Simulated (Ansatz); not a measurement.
`CB(F)[SeH]` + H₂ → `CBF` + H₂Se at 600 K and 1 bar (hydrogenolysis of a B–Se bond).

Isolated molecules relaxed with PBE0-D4/def2-TZVP in Ansatz; ΔE leaves out vibrations. CBS: MP2 limit from def2 TZ/QZ plus the TZ coupled-cluster correction, frozen cores. This one scheme is used for every species. For Se outer-core shells are correlated without core-valence functions, which leaves a few kJ/mol of doubt a bond. Scalar relativity is left out up to krypton. Each species was taken in one conformer, which may not be the lowest.

```csv
species,CCSD(T)/CBS energy (Eh),H − E (kJ/mol),S (J/(mol·K))
`CB(F)[SeH]`,-2565.84504,184.8,396.8
H₂,-1.17544,43.9,150.8
`CBF`,-165.10297,171.6,328.0
H₂Se,-2401.89790,57.0,244.8
```

H − E and S are ideal-gas, rigid-rotor, harmonic terms from PBE0-D4/def2-TZVP, for one conformer and one mirror image of each species. The MP2-based limit puts H₂ 0.8 mEh under its directly extrapolated value; such offsets cancel only in part. 1 Eh = 2625.50 kJ/mol, R = 8.31446 J/(mol·K).

**Question.** By hand: ΔE, ΔH, ΔS and ΔG.

**Answer.** ΔE = (-165.10297) + (-2401.89790) − (-2565.84504) − (-1.17544) = 0.01961 Eh = 51.5 kJ/mol. Δ(H − E) = 171.6 + 57.0 − 184.8 − 43.9 = -0.1, so ΔH = 51.4 kJ/mol. ΔS = 328.0 + 244.8 − 396.8 − 150.8 = 25.2 J/(mol·K). ΔG = 51.4 − 600 × (25.2)/1000 = 36.3 kJ/mol.

**Question.** By hand: the equilibrium constant, and the temperature at which ΔG would vanish if ΔH and ΔS stayed fixed.

**Answer.** log₁₀ K = −ΔG/(RT ln 10) = -3.2. ΔG = 0 at ΔH/ΔS = 2040 K.

ΔH outweighs TΔS. A doubt of 5 kJ/mol in ΔE shifts log₁₀ K by 0.4 here. Other conformers and mirror images would add mixing entropy, several J/(mol·K) or more a flexible species. Modes under 60 cm⁻¹, often nearly free rotors, make the harmonic entropy too high. These are equilibria of isolated gas molecules and say nothing of rates. Largest T1 diagnostic: 0.012 (customary marks: 0.02 for closed shells, 0.045 for open ones).
